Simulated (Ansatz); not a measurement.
Basis sets compared for the cluster BeF3⁻. The state is a singlet with charge -1. Geometry r2SCAN-D4/def2-TZVPD. Ansatz on 4 threads of Arm Neoverse V1 on a shared host; times are rough, and most runs start from earlier orbitals.

| atom | x (Å) | y (Å) | z (Å) |
| --- | --- | --- | --- |
| Be1 | 0.000 | 0.000 | 0.000 |
| F2 | 1.032 | 0.372 | 0.989 |
| F3 | -0.938 | -1.103 | 0.292 |
| F4 | -0.094 | 0.730 | -1.280 |

The structure comes from a short search, and lower isomers may exist.

```csv
level,functions,energy (Eh),HOMO (eV),LUMO (eV),wall time
PBE-D4/def2-SVPD,81,-314.0445,-2.16,4.25,0.4 s
PBE0-D4/def2-SVPD,81,-314.0431,-4.19,4.57,0.4 s
```

Q: Estimate the rows for PBE-D4/def2-TZVPD (with forces), PBE0-D4/def2-TZVPD.

A: 
```tsv
level	functions	energy (Eh)	HOMO (eV)	LUMO (eV)	wall time
PBE-D4/def2-TZVPD (with forces)	142	-314.4036	-2.07	3.87	1.4 s
PBE0-D4/def2-TZVPD	142	-314.4035	-4.07	4.38	0.75 s
```
